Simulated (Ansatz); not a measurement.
**Question.** Name a neutral molecule of C, Cl, F, O, Si and H with size of the dipole moment (B3LYP/def2-TZVPP) between 1.45 and 1.75 D and HOMO–LUMO gap (B3LYP/def2-TZVPP) between 8.10 and 8.40 eV (Ansatz, PBE0-D4/def2-TZVP geometry).

**Answer.** `O[Si](F)(F)CCl` (1.66 D, 8.11 eV). Other molecules can fit too; these were computed, each in one conformer that needn't be the lowest.

B3LYP here is the variant with VWN-RPA as its local correlation; programs differ in this.
